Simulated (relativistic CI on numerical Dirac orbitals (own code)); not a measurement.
# Hyperfine structure of Cr12+, mass number 53

Calculated at this level of theory: Dirac-Coulomb-Breit CI, separate exchange-only KLI orbitals for each configuration, model QED (radiative potential, 1s self-energy scaled to tabulated hydrogen-like ionisation energies), unscaled Slater integrals (own radial code, finite nucleus).

CI space (outside the closed core [Ne]): 3s², 3s3p, 3p², 3s3d, 3d², 3p3d, 3p4s, 3s4s, 3s4p, 3d4s, 3s4d, 3s4f, 3s5s, 3s5p, 3s5d, 4s². Levels of other configurations are missing.

Nuclear spin I = 3/2, μ = -0.47431 μN, Q = -0.15 b (tables of Stone and Pyykkö). The electronic factors are computed for point nuclear moments, without core polarisation or the Bohr-Weisskopf and QED corrections.

```tsv
Level	E (eV)	A (MHz)	B (MHz)
3s3p ³P°1	25.5519	-8316	502
3s3p ³P°2	26.6779	-6023	-991
3s3p ¹P°1	38.2981	-1107	-961
3p² ¹D2	59.8768	-1995	-1310
3p² ³P1	60.6695	70.76	-492
3p² ³P2	61.9938	-1057	696
3s3d ³D1	73.3391	4621	-65.2
3s3d ³D2	73.4081	-2042	-93
```

Levels with J = 0, under 50 % of one LS term, or S terms without an open s electron are left out. Small factors come from cancelling terms and can be off by tens of per cent or more.

At this charge energies of transitions that change n are usually good to better than 1 %, and those within a shell (Δn = 0) to a few per cent.

(1) Give the hyperfine levels of 3s3p ³P°1 relative to its centre of gravity.

Results:

(1) With K = F(F + 1) − I(I + 1) − J(J + 1), E = AK/2 + B[¾K(K + 1) − I(I + 1)J(J + 1)]/[2I(2I − 1)J(2J − 1)]: F = 1/2: 21420, F = 3/2: 7814, F = 5/2: -12350 MHz.

LS names give the leading component of a level, which can be under half, so a name can repeat, a term be missing and a line seem to break the LS rules.
